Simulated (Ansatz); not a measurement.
Relaxing a trial structure of CuGeH5Si

The starting geometry of this gas-phase singlet was optimised with GFN2-xTB.

```yaml
atoms:
  - { symbol: Cu, position_ang: [-1.5165, -0.4617, 0.4574] }
  - { symbol: Ge, position_ang: [0.1102, 1.4450, 1.4101] }
  - { symbol: Si, position_ang: [1.3420, -0.0798, 0.0856] }
  - { symbol: H, position_ang: [-0.6743, -1.3843, -0.4157] }
  - { symbol: H, position_ang: [-2.3880, 0.4269, 1.3249] }
  - { symbol: H, position_ang: [1.7952, -0.1007, -1.3181] }
  - { symbol: H, position_ang: [-0.2054, 2.1870, 0.0208] }
  - { symbol: H, position_ang: [2.0986, -1.2479, 0.5784] }
```

Task: Where would you expect an optimisation with PBE0-D3(BJ)/pcseg-1 to take it?

Result: New bonds form, giving a structure with H4 bridging Cu1 and Si3, H5 bridging Cu1 and Ge2, H7 bridging Cu1 and Ge2, given below by its coordinates. Distances that change by over a tenth: Cu1–Ge2 (2.68 → 2.39 Å), Cu1–H4 (1.52 → 1.83 Å), Cu1–H5 (1.52 → 1.81 Å). Contacts that close: Cu1–Si3 (2.91 → 2.35 Å), Cu1–H7 (2.99 → 1.81 Å), Ge2–H5 (2.70 → 1.71 Å), Si3–H4 (2.45 → 1.60 Å).

The energy falls by 2.08 eV over 17 steps:

```
step  E − E(last) (eV)
   1             2.077
   3             0.611
   5             0.160
   6             0.121
   8             0.074
  10             0.055
  12             0.022
  13             0.004
  15             0.000
  17             0.000
```

Final geometry (Å):

```xyz
8

Cu   -1.3391    0.0033    0.0324
Ge   -0.0682    1.5893    1.2936
Si    0.9762   -0.3757    0.0461
H    -0.1709   -1.2172   -0.6804
H    -1.2720    0.4774    1.7788
H     1.8598   -0.0450   -1.1093
H    -1.0453    1.7860   -0.0946
H     1.6213   -1.4337    0.8766
```

Frequencies at the end are all real (lowest 188 cm⁻¹). Run with Ansatz 0.2.0, 60 s on 2 threads of Arm Neoverse V1, on a shared host.
